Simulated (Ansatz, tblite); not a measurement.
Cost and result up the ladder for the cluster Sn2O2⁻ (the lowest doublet isomer of a short search) (4 atoms). Total charge -1; doublet. Geometry: r2SCAN-D4/def2-SVPD.

```xyz
4

Sn   -0.104    1.119    1.070
Sn    0.104   -1.119   -1.070
O     0.032    0.939   -0.979
O    -0.032   -0.939    0.979
```

Ansatz on 4 threads of Arm Neoverse V2 on a shared host; xTB runs through tblite on one thread. Times are rough, summed over both states, and most runs start from the orbitals of an earlier one. PBE0-D4/def2-TZVPD serves as the yardstick here, not as an exact answer. The other state is a singlet.

In the def2 sets Sn takes a core potential; there is no spin–orbit coupling. The xTB rows come from tblite. The structure comes from a short search, and lower isomers may exist.

Raw xTB energies of ions are shifted by several eV, and xTB has no spin-polarisation term.

| level | functions | wall time | vertical IE (eV) | difference from PBE0-D4/def2-TZVPD (eV) | remarks |
| --- | --- | --- | --- | --- | --- |
| GFN1-xTB | 26 | 0.004 s | 3.78 | 2.93 | – |
| GFN2-xTB | 26 | 0.007 s | 4.20 | 3.35 | – |
| PBE-D4/def2-TZVPD | 192 | 4.7 s | 0.90 | 0.05 | HOMO above zero (-1 doublet) |
| PBE0-D4/def2-TZVPD | 192 | 7.1 s | 0.85 | 0.00 | HOMO above zero (-1 doublet) |
| r2SCAN-D4/def2-TZVPD | 192 | 11 s | 0.99 | 0.14 | HOMO above zero (-1 doublet) |
